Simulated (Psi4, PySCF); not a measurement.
C$_{2}$H$_{4}$Cl, doublet, geometry from GFN2-xTB, atoms displaced at random by about 0.03 Å a coordinate. Base run: TPSS/def2-SVP, gradient (PySCF).

Input for PySCF:
```python
from pyscf import gto, scf, dft

mol = gto.Mole()
mol.atom = '''
    C     0.159349    0.860943    0.031353
    C     1.590967    0.583518   -0.015744
    Cl   -0.893887   -0.723296    0.015623
    H    -0.079868    1.408127    0.893790
    H    -0.146617    1.397560   -0.861478
    H     2.032069    0.334936    0.915853
    H     2.032644    0.316854   -0.990826
'''
mol.basis = 'def2-svp'
mol.charge = 0
mol.spin = 1
mol.verbose = 4
mol.build()

mf = dft.UKS(mol)
mf.xc = 'tpss'
mf.kernel()
g = mf.nuc_grad_method()
grad = g.kernel()
```

Programs used: Psi4, PySCF; a row that names a program was run with it.

The coordinate followed is z of atom 1.

The base run was repeated with changes; each row names its change, and settings that it needs were set with it.

| change | dE/dx (Eh/bohr) | net force (Eh/bohr) |
|---|---|---|
| base | 0.031374 | 0.000071 |
| grids.level = 5; grid_response = on | 0.031373 | 0.000000 |
| finite difference step (bohr) = 0.05; conv_tol = 1e-11 | 0.031420 | - |
| grids.level = 0; grid_response = on | 0.031478 | 0.000000 |
| finite difference step (bohr) = 0.2; conv_tol = 1e-11 | 0.031954 | - |
| code = psi4 | 0.031368 | 0.000063 |
| grids.level = 1; grid_response = on | 0.031369 | 0.000000 |
| finite difference step (bohr) = 1e-4; conv_tol = 1e-11 | 0.031385 | - |
| grids.level = 5; grid_response = off | 0.031372 | 0.000002 |
| grids.level = 0; grid_response = off | 0.031307 | 0.010261 |
| conv_tol = 1e-4 | 0.031379 | 0.000071 |
| density fitting = on | 0.031367 | 0.000071 |

The net force is zero for an exact gradient.

Open shells are given as the SCF converged; they aren't shown to be the lowest states, and a large step between rows can be another state.
